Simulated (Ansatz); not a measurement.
Consider the ligand exchange at the In–N bond: `[SiH3][N]([SiH3])[In]([Cl])[Cl]` + `O[SiH3]` → `[SiH3][O][In]([Cl])[Cl]` + `[SiH3]N[SiH3]`.

Calculated with Ansatz (gas phase, PBE0-D4/def2-TZVP geometries, no zero-point term in ΔE). CCSD(T)/CBS is the MP2 limit (def2-TZVPP, def2-QZVPP) plus CCSD(T) − MP2 in def2-TZVPP, frozen cores. This one scheme is used for every species. Elements past krypton have def2 core potentials. For In outer-core shells are correlated without core-valence functions, which leaves a few kJ/mol of doubt a bond. One conformer a species, not always the lowest.

```
                          species  CCSD(T)/def2-SVP energy (Eh)
`[SiH3][N]([SiH3])[In]([Cl])[Cl]`                   -1744.46490
                        `O[SiH3]`                    -366.33040
        `[SiH3][O][In]([Cl])[Cl]`                   -1474.15862
                  `[SiH3]N[SiH3]`                    -636.64191
```

Q: Work out ΔE.

A: ΔE = (-1474.15862) + (-636.64191) − (-1744.46490) − (-366.33040) = -0.00523 Eh = -13.7 kJ/mol. CCSD(T)/CBS gives -5.8 kJ/mol.

Largest T1 diagnostic among the species: 0.014.

At CCSD(T), def2-SVP lies −7.9 kJ/mol from the extrapolated value and def2-TZVPP −0.5 kJ/mol. In def2-TZVPP, CCSD(T) changes the Hartree–Fock value by +24.3 kJ/mol (the triples alone add +3.5 kJ/mol) and MP2 by +28.9 kJ/mol.
